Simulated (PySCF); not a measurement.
Bonds broken one at a time in the series Ga NH2-H. Gas-phase values, no solvent. One relaxed conformer stands for each flexible species; it need not be the lowest. Strings in code marks are SMILES.

The four lowest singlet excitations (Tamm–Dancoff). All values below come from PBE-D3(BJ)/def2-TZVP // r2SCAN-D4/def2-TZVP (PySCF). Excitations are Tamm–Dancoff values on a coarser integration grid. The basis has no diffuse functions, so Rydberg states are missing or too high.

| state | energy (eV) | wavelength (nm) | oscillator strength |
|---|---|---|---|
| S1 | 4.82 | 257 | 0.008 |
| S2 | 4.85 | 256 | 0.001 |
| S3 | 5.78 | 215 | 0.039 |
| S4 | 6.15 | 202 | 0.002 |

Q: Name which member gives these states.
A) `[NH2][Ga]([NH2])[NH2]`
B) `[NH2][GaH][NH2]`
C) `[NH2][GaH2]`

A: A, `[NH2][Ga]([NH2])[NH2]`
